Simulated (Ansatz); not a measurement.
`C#[C][SnH2][Cl]` + H–F → `C#[C][SnH2][F]` + HCl  (ligand exchange at the Sn–Cl bond)

Calculated with Ansatz (gas phase, PBE0-D4/def2-TZVP geometries, no zero-point term in ΔE). CCSD(T)/CBS adds triple-zeta CCSD(T) − MP2 to the extrapolated MP2 energy (def2 sets, frozen cores). This one scheme is used for every species. Elements past krypton have def2 core potentials. For Sn outer-core shells are correlated without core-valence functions, which leaves a few kJ/mol of doubt a bond.

```
          species  CCSD(T)/CBS(def2) energy (Eh)
`C#[C][SnH2][Cl]`                     -751.67784
              H–F                     -100.39570
 `C#[C][SnH2][F]`                     -391.67763
              HCl                     -460.38127
```

**Question.** Work out ΔE.

**Answer.** ΔE = (-391.67763) + (-460.38127) − (-751.67784) − (-100.39570) = 0.01464 Eh = +0.40 eV.

Largest T1 diagnostic among the species: 0.014.

At CCSD(T), def2-SVP lies −0.11 eV from the extrapolated value and def2-TZVPP −0.03 eV. From r2SCAN to r2SCAN0 (25 % exact exchange), in def2-TZVPP and without D4, ΔE moves by +0.07 eV. The D4 term adds +0.05 eV with B3LYP and +0.03 eV with PBE0; it sums over pairs of atoms, weighted by their polarisabilities, and B3LYP, whose exchange is more repulsive, gets the larger term.

B3LYP here is the variant with VWN-RPA as its local correlation; programs differ in this.
